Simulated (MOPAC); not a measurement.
MOPAC input (PM3):

```
PM3 1SCF CHARGE=1 GEO-OK AUX(PRECISION=9) THREADS=1
BeCl

Be   -0.00000000 1   -0.00000000 1   -1.39842396 1
Cl    0.00000000 1    0.00000000 1    0.32904093 1
```

Output:

```
 *******************************************************************************
 **                                                                           **
 **                              MOPAC v23.2.5                                **
 **                                                                           **
 *******************************************************************************
 ** MOPAC's Digital Object Identifier: https://doi.org/10.5281/zenodo.6511958 **
 **                                                                           **
 ** Please cite the open-source release paper for use of this MOPAC version:  **
 ** J. E. Moussa and J. J. P. Stewart (2026)                                  **
 ** MOPAC: An open-source semiempirical molecular orbital program             **
 ** J. Open Source Softw., 11(119), 8025, https://doi.org/10.21105/joss.08025 **
 *******************************************************************************

                              PM3 CALCULATION RESULTS

 *******************************************************************************
 *  PM3        - The PM3 Hamiltonian to be used
 *  GEO-OK     - OVERRIDE INTERATOMIC DISTANCE AND OTHER SAFETY CHECKS
 *
 *
 *
 *                 CHARGE ON SYSTEM = +1
 *
 *
 *
 *  1SCF       - DO 1 SCF AND THEN STOP
 *  AUX        - OUTPUT AUXILIARY INFORMATION
 *******************************************************************************
PM3 1SCF CHARGE=1 GEO-OK AUX(PRECISION=9) THREADS=1
 BeCl

   ATOM   CHEMICAL          X               Y               Z
  NUMBER   SYMBOL      (ANGSTROMS)     (ANGSTROMS)     (ANGSTROMS)

     1      Be         -0.00000000  *  -0.00000000  *  -1.39842396  *
     2      Cl          0.00000000  *   0.00000000  *   0.32904093  *

          CARTESIAN COORDINATES

    NO.       ATOM           X           Y           Z

     1        Be         -0.0000     -0.0000     -1.3984
     2        Cl          0.0000      0.0000      0.3290

 Be: (PM3): J. J. P. STEWART, J. COMP. CHEM. 10, 209 (1989).
 Cl: (PM3): J. J. P. STEWART, J. COMP. CHEM. 10, 209 (1989).

           Empirical Formula: Be Cl  =     2 atoms

      MOLECULAR POINT GROUP   :   C*v

      RHF CALCULATION, NO. OF DOUBLY OCCUPIED LEVELS = 4

 -------------------------------------------------------------------------------
 PM3 1SCF CHARGE=1 GEO-OK AUX(PRECISION=9) THREADS=1
 BeCl

     1SCF WAS SPECIFIED, SO BFGS WAS NOT USED
     SCF FIELD WAS ACHIEVED

                              PM3 CALCULATION
                                                       MOPAC v23.2.5 Linux

          FINAL HEAT OF FORMATION =        219.46895 KCAL/MOL =     918.25809 KJ/MOL

          COSMO AREA              =         79.52 SQUARE ANGSTROMS
          COSMO VOLUME            =         63.59 CUBIC ANGSTROMS

          IONIZATION POTENTIAL    =         16.969697 EV
          HOMO LUMO ENERGIES (EV) =        -16.970 -9.108
          NO. OF FILLED LEVELS    =          4
          MOLECULAR WEIGHT        =         44.4652         POINT GROUP:  C*v

          MOLECULAR DIMENSIONS (Angstroms)

            Atom       Atom       Distance
           Cl     2   Be     1     1.72746
           Cl     2   Be     1     0.00000
           Be     1   Cl     2     0.00000

          SCF CALCULATIONS        =          1

   ATOM   CHEMICAL          X               Y               Z
  NUMBER   SYMBOL      (ANGSTROMS)     (ANGSTROMS)     (ANGSTROMS)

     1      Be         -0.00000000  *  -0.00000000  *  -1.39842396  *
     2      Cl          0.00000000  *   0.00000000  *   0.32904093  *

                             CARTESIAN COORDINATES

   1   Be       -0.000000000    -0.000000000    -1.398423960
   2   Cl        0.000000000     0.000000000     0.329040930

           Empirical Formula: Be Cl  =     2 atoms

      MOLECULAR POINT GROUP   :   C*v

                  EIGENVALUES
 -61.24829 -18.92319 -16.96970 -16.96970  -9.10757  -4.79237  -4.79237  -3.23122

              NET ATOMIC CHARGES AND DIPOLE CONTRIBUTIONS

  ATOM NO.   TYPE          CHARGE      No. of ELECS.   s-Pop       p-Pop
    1         Be           1.061611        0.9384     0.62809     0.31030
    2         Cl          -0.061611        7.0616     1.96788     5.09373
 DIPOLE           X         Y         Z       TOTAL
 POINT-CHG.     0.000     0.000    -7.127     7.127
 HYBRID        -0.000    -0.000    -2.188     2.188
 SUM           -0.000    -0.000    -9.314     9.314

          ATOMIC ORBITAL ELECTRON POPULATIONS

     Atom    s        px        py        pz
    1 Be   0.62809   0.08445   0.08445   0.14140
    2 Cl   1.96788   1.91555   1.91555   1.26264

 **********************
 *                    *
 * JOB ENDED NORMALLY *
 *                    *
 **********************

 == MOPAC DONE ==
```

The dipole moment of an ion depends on the origin.
